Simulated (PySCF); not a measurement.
Ligand exchange on a metal centre used in film growth or etching (Zn F-Br). Isolated molecules, 0 K electronic values unless said otherwise.

Quantity: redistribution energy (mixed species minus the weighted end members), in kcal/mol.

Case: 1 of 2 F replaced by Br: [Zn(F)(Br)]. The other species in the difference include [Zn(F)2] (neutral, multiplicity 1). Geometry of [Zn(F)(Br)] (neutral, multiplicity 1, Å):

```xyz
3

Zn     0.0397    -0.0117    -0.0029
F     -1.6655     0.3029    -0.1977
Br     2.2154    -0.4159     0.2416
```

Question: What redistribution energy (mixed species minus the weighted end members) does B3LYP/LANL2DZ // TPSS-D3(BJ)/def2-SVP (PySCF) give?

Answer: -0.09 kcal/mol.
